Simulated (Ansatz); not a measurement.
`[SiH3][GeH2][Cl]` + CH₃SH → `C[S][GeH2][Cl]` + SiH₄ at 298.15 K and 1 bar (cleavage of the Ge–Si bond).

Computed with Ansatz on PBE0-D4/def2-TZVP structures; ΔE is electronic, products minus reactants. CBS: MP2 limit from def2 TZ/QZ plus the TZ coupled-cluster correction, frozen cores. This one scheme is used for every species. For Ge outer-core shells are correlated without core-valence functions, which leaves a few kJ/mol of doubt a bond. Scalar relativity is left out up to krypton. One conformer a species, not always the lowest.

```csv
species,CCSD(T)/CBS energy (Eh),H − E (kJ/mol),S (J/(mol·K))
`[SiH3][GeH2][Cl]`,-2828.00643,128.6,337.0
CH₃SH,-438.22835,133.0,253.2
`C[S][GeH2][Cl]`,-2974.78596,169.0,356.1
SiH₄,-291.46306,92.1,204.8
```

H − E and S are ideal-gas, rigid-rotor, harmonic terms from PBE0-D4/def2-TZVP, for one conformer and one mirror image of each species. 1 Eh = 2625.50 kJ/mol, R = 8.31446 J/(mol·K).

Q: By hand: ΔE, ΔH, ΔS and ΔG.

A: ΔE = (-2974.78596) + (-291.46306) − (-2828.00643) − (-438.22835) = -0.01424 Eh = -37.4 kJ/mol. Δ(H − E) = 169.0 + 92.1 − 128.6 − 133.0 = -0.5, so ΔH = -37.9 kJ/mol. ΔS = 356.1 + 204.8 − 337.0 − 253.2 = -29.3 J/(mol·K). ΔG = -37.9 − 298.15 × (-29.3)/1000 = -29.2 kJ/mol.

Q: By hand: the equilibrium constant, and the temperature at which ΔG would vanish if ΔH and ΔS stayed fixed.

A: log₁₀ K = −ΔG/(RT ln 10) = 5.1. ΔG = 0 at ΔH/ΔS = 1294 K.

ΔH outweighs TΔS. A doubt of 5 kJ/mol in ΔE shifts log₁₀ K by 0.9 here. Other conformers and mirror images would add mixing entropy, several J/(mol·K) or more a flexible species. These are equilibria of isolated gas molecules and say nothing of rates. Largest T1 diagnostic: 0.011 (customary marks: 0.02 for closed shells, 0.045 for open ones).
